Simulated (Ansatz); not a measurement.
C2H6Cl2Sn (SMILES [CH3][Sn]([CH3])([Cl])[Cl]), singlet, at a GFN2-xTB geometry (such geometries of metal compounds can be far from the true shape) (all electrons, no relativity); B3LYP/STO-3G (Ansatz, a first-principles code).

Ansatz was given this input:
Ansatz 0.2 input:
```yaml
crystal:
  periodic: [false, false, false]
  atoms:
    - {symbol: C, position_ang: [1.80274258, -1.51892946, 0.13022470]}
    - {symbol: Sn, position_ang: [-0.01552912, -0.26777656, -0.05001192]}
    - {symbol: C, position_ang: [-1.95844921, -1.15908069, -0.62853208]}
    - {symbol: Cl, position_ang: [0.45401961, 1.44019862, -1.56676734]}
    - {symbol: Cl, position_ang: [-0.32257777, 0.82263295, 1.98839743]}
    - {symbol: H, position_ang: [1.64728004, -2.25891613, 0.90564891]}
    - {symbol: H, position_ang: [2.63055354, -0.87076108, 0.39427872]}
    - {symbol: H, position_ang: [1.99607754, -2.00130122, -0.82002828]}
    - {symbol: H, position_ang: [-2.68555220, -0.35840678, -0.70224067]}
    - {symbol: H, position_ang: [-2.26178223, -1.86871977, 0.13139445]}
    - {symbol: H, position_ang: [-1.85039202, -1.65314243, -1.58632442]}
basis:
  gaussian:
    orbitals: STO-3G
hamiltonian:
  xc: b3lyp
magnetization: {spin_polarized: true}
```

It wrote (shortened):

```
Functional definition: B3LYP
772 factors; integrals over basis functions are off by at most 2.9e-5 eV
mean field evaluation 1: about -189246.3194 eV, gradient 1.3e1 eV
mean field evaluation 2: about -189247.2962 eV, gradient 9.6e0 eV
mean field evaluation 4: about -189248.2410 eV, gradient 3.5e-1 eV
mean field evaluation 8: about -189248.1680 eV, gradient 1.2e-3 eV
mean field -189248.16798194 eV, -6954.7418963206 hartree, gradient 3.7e-6 eV, S^2 0.000000; 0 other end points of the search recorded, 0 dependent functions left out
reference -189248.16821982 eV, -6954.7419050629 hartree; 51, 51 occupied and 10, 10 virtual orbitals, 772 factors
Total energy: -189248.16821982 eV, -6954.7419050629 hartree
```
